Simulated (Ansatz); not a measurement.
One change: `CC#C[S][GeH3]` becomes `C=NC#CC`.

Ansatz, PBE0-D4/def2-TZVP geometries, multiplicity 1. 

Scalar relativity is left out up to krypton.

| property | `CC#C[S][GeH3]` |
| --- | --- |
| HOMO–LUMO gap (B3LYP/def2-TZVPP) / eV | 5.61 |
| HOMO energy (PBE/def2-TZVPP) / eV | -5.30 |
| size of the dipole moment (ωB97M-V/def2-TZVPP) / D | 1.64 |
| LUMO energy (PBE0/def2-TZVPP) / eV | -0.32 |
| size of the dipole moment (B3LYP/def2-TZVPP) / D | 1.58 |
| LUMO energy (B3LYP/def2-TZVPP) / eV | -0.57 |

(1) What does the change do to each property? (Estimate.)

Results:

(1) Ansatz gave: 
| property | `C=NC#CC` | shift |
| --- | --- | --- |
| HOMO–LUMO gap (B3LYP/def2-TZVPP) / eV | 4.88 | -0.73 |
| HOMO energy (PBE/def2-TZVPP) / eV | -5.45 | -0.15 |
| size of the dipole moment (ωB97M-V/def2-TZVPP) / D | 1.64 | 0.00 |
| LUMO energy (PBE0/def2-TZVPP) / eV | -1.37 | -1.05 |
| size of the dipole moment (B3LYP/def2-TZVPP) / D | 1.60 | 0.02 |
| LUMO energy (B3LYP/def2-TZVPP) / eV | -1.60 | -1.03 |

With PBE0 the HOMO falls by 0.28 eV and the LUMO falls by 1.05 eV, so the gap narrows by about 0.77 eV. PBE moves the HOMO by -0.15 eV and ωB97M-V by -0.42 eV. Dipoles are sizes alone; their direction can turn.

B3LYP here is the variant with VWN-RPA as its local correlation; programs differ in this.
